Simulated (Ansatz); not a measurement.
System: sum formula H₅BNO₂, net charge 1, singlet state. It need not be the lowest isomer of its formula. 
Coordinates optimised at B3LYP-D3(BJ)/def2-TZVP (Ansatz, an electronic-structure program):
```xyz
9

N     -0.9303    -1.0239    -0.0969
B      0.1234     0.1339     0.0112
O     -0.4071     1.2323     0.5434
O      1.3155    -0.2359    -0.4510
H     -1.2549    -1.3143     0.8300
H     -0.5409    -1.8434    -0.5682
H     -1.7629    -0.7201    -0.6094
H      0.1266     2.0255     0.6733
H      2.0594     0.3787    -0.4422
```
Charge +1, spin multiplicity 1.

Basis-set convergence of Hartree-Fock and CCSD(T) correlation energies (hartree) with Ansatz. Correlated levels leave the core frozen unless marked. No spin-orbit coupling. No relativistic terms.

| basis | functions | E(HF) | E(corr, CCSD(T)) |
|---|---|---|---|
| cc-pVDZ | 81 | -231.71357 | -0.66826 |
| cc-pVTZ | 190 | -231.79065 | -0.83458 |
| cc-pVQZ | 370 | -231.80776 | -0.88923 |

Extrapolating the two largest sets (X = 3 and 4) as X^-3: E(corr) = (64·(-0.88923) - 27·(-0.83458))/37 = -0.9291 Eh, an estimate of the basis-set limit. The largest set recovers 95.7 % of it, the smallest 71.9 %.
